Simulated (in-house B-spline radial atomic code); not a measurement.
# TDHF excitations of Mg

Method: TDHF. Computed with an all-electron radial atomic-structure program (B-spline basis): linear response of the closed shell [Ne] 3s2 with bare exchange (time-dependent Hartree-Fock); non-relativistic, point nucleus, no spin-orbit coupling, no double excitations, S, P, D and F terms only.

Command:
```bash
python run_td.py task.json out
```
Settings (radii: box in bohr, nucleus in fm):
```
Z                        12
electrons                12
configuration            [Ne] 3s2
hamiltonian              nr
method                   hf
box_radius               4.5
wall_radius              4.5
intervals                44
```

Run time, properties included: 0.3 s on 1 thread of Arm Neoverse N1 (shared host).

Confined states, up to the first strongly mixed one, which can leave gaps near the end. Labels give the largest channel, * marks a mixed state, and oscillator strengths are full-response dipole values. Energies in eV:

| state | full response | Tamm-Dancoff | oscillator strength |
| --- | --- | --- | --- |
| 3s → 3p 3P | ? | ? | - |
| 3s → 3p 1P | ? | ? | ? |
| 3s → 3d 3D | 12.052 | 12.110 | - |
| 3s → 3d 1D | 14.198 | 14.246 | - |
| 3s → 4f 3F | 25.042 | 25.049 | - |
| 3s → 4f 1F | 26.145 | 26.152 | - |
| 3s → 4s 3S | 26.922 | 26.951 | - |
| 3s → 4s 1S | 28.966 | 29.014 | - |
| 3s → 4p 3P | 33.68 | 33.70 | - |
| 3s → 4p 1P | 34.77 | 34.81 | 0.395 |

(1) Where does 3s → 3p 1P lie?

(2) Where does 3s → 3p 3P lie?

(3) How large is the singlet-triplet splitting of 3s → 3p (P terms) in Tamm-Dancoff?

(4) What polarisabilities and dispersion coefficient does the method give?

## Answers

(1) At 7.512 eV in full response, 7.908 eV in Tamm-Dancoff, oscillator strength 1.62.

(2) At 2.443 eV in full response, 3.401 eV in Tamm-Dancoff.

(3) 4.51 eV, from the unrounded values.

(4) Dipole 21.94 bohr³, quadrupole 71.43 bohr⁵, C6 105.2 hartree·bohr⁶ for two such species.
